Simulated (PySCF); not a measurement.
C6H6FN.
SMILES with atom numbers: `[CH:1]#[C:2][C@@H:3]1[CH:4]=[N:5][CH2:6][C@@H:7]1[F:8]` (hydrogens: H9 on C1; H10 on C3; H11 on C4; H12, H13 on C6; H14 on C7)

The closed-shell SCF was solved with PySCF and density fitting under several settings on one GFN2-xTB geometry (grid level 2 and gas phase unless stated).

```csv
settings,basis functions,SCF cycles,E (Eh),HOMO (eV),LUMO (eV),dipole (D)
PBE0/pcSseg-1,166,14,-386.2641,-7.54,-0.34,1.96
PBE0/def2-SVPD,211,14,-386.0430,-7.59,-0.46,1.99
"PBE0/ANO-RCC-VDZP, fitting basis def2-qzvpp-jkfit",142,11,-386.4207,-7.44,-0.24,2.00
```

Estimate the rows for these settings: (1) HSE06/def2-SVP, IEF-PCM dimethylsulfoxide, fitting basis def2-qzvpp-jkfit; (2) PBE0/cc-pVDZ, IEF-PCM chloroform; (3) X3LYP/MINI.

| settings | basis functions | SCF cycles | E (Eh) | HOMO (eV) | LUMO (eV) | dipole (D) |
| --- | --- | --- | --- | --- | --- | --- |
| HSE06/def2-SVP, IEF-PCM dimethylsulfoxide, fitting basis def2-qzvpp-jkfit | 142 | 11 | -386.0631 | -7.08 | -0.53 | 2.54 |
| PBE0/cc-pVDZ, IEF-PCM chloroform | 142 | 14 | -386.3364 | -7.37 | -0.05 | 2.22 |
| X3LYP/MINI | 46 | 13 | -383.5795 | -8.62 | -1.98 | 1.63 |

Over all rows, what range does the HOMO–LUMO gap span?

From 6.55 eV (HSE06/def2-SVP, IEF-PCM dimethylsulfoxide, fitting basis def2-qzvpp-jkfit) to 7.32 eV (PBE0/cc-pVDZ, IEF-PCM chloroform). The functional of the narrowest has 25 % exact exchange at short range alone, that of the widest 25 % exact exchange.

And the dipole moment?

From 1.63 D (X3LYP/MINI) to 2.54 D (HSE06/def2-SVP, IEF-PCM dimethylsulfoxide, fitting basis def2-qzvpp-jkfit); the largest is 1.56 times the smallest, and the median is 2.00 D.

Compare two rows with the functional PBE0: PBE0/ANO-RCC-VDZP, fitting basis def2-qzvpp-jkfit and PBE0/def2-SVPD. Which energy is lower, and by how much?

PBE0/ANO-RCC-VDZP, fitting basis def2-qzvpp-jkfit (142 functions) lies 0.3777 Eh or 237 kcal/mol below PBE0/def2-SVPD (211 functions). The smaller set gives the lower energy; the two sets aren't nested, so the variational bound doesn't order them by size.

Cycle counts include a coarse-grid stage where the run had one. ANO-RCC sets were contracted for a scalar-relativistic Hamiltonian, but ran non-relativistically here. Geometry: GFN2-xTB; no vibrations or thermal averaging.
